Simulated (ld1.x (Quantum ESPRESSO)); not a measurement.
**An all-electron radial function and its pseudo partner (osmium)**

Columns: radius, all-electron u(r) and pseudo u(r) of the 6p shell (level -1.69 eV) of osmium in the configuration [Xe] 4f14 5d6 6s1.5 6p0.5; BLYP, scalar-relativistic, TM semilocal scheme, ld1.x (Quantum ESPRESSO) 7.5.

```csv
r (bohr),all-electron,pseudo
0.152,-0.0801,0.0014
0.305,0.1024,0.0058
0.458,0.0730,0.0132
0.610,-0.0705,0.0237
0.762,-0.1727,0.0376
0.915,-0.2020,0.0553
1.068,-0.1736,0.0771
1.220,-0.1113,0.1030
1.372,-0.0333,0.1331
1.525,0.0489,0.1676
1.678,0.1278,0.2057
1.830,0.1992,0.2460
1.982,0.2621,0.2875
2.135,0.3165,0.3285
2.288,0.3622,0.3669
2.440,0.3996,0.4011
2.592,0.4297,0.4300
2.745,0.4534,0.4535
2.898,0.4714,0.4714
3.050,0.4842,0.4842
3.202,0.4927,0.4927
3.355,0.4975,0.4975
3.508,0.4991,0.4991
3.660,0.4979,0.4979
3.812,0.4944,0.4944
3.965,0.4889,0.4889
```

(1) How many radial nodes do the two functions have?

(2) At about which radius was the pseudo-wave matched?

(3) Is the pseudo-wave norm-conserving?

Results:

(1) The all-electron 6p function has n − l − 1 = 4 (the table is too coarse to show those close to the nucleus); the pseudo-wave has 0, since the states of the same l below it are removed with the core.

(2) 3.05 bohr. The columns agree to 0.0005 from 2.59 bohr on; several derivatives are matched, so the curves merge somewhat inside the radius.

(3) Yes: the TM semilocal scheme keeps the norm inside the radius equal to the all-electron one, which fixes the energy derivative of the logarithmic derivative at the level.
